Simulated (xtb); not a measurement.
Bi(F)2(SiH3) (BiF₂H₃Si), SMILES [F][Bi]([F])[SiH3]. All values are semi-empirical tight-binding results from xtb (GFN2-xTB unless named), good for trends rather than for accurate numbers. Geometry: GFN2-xTB.

For metal compounds this method's bond lengths and energies can be far off.

Computed properties:
```yaml
orbital_gap: 3.77 eV
zero_point_energy: 16.8 kcal/mol
G − E(el) at 298.15 K (modified RRHO): -4.5 kcal/mol
```
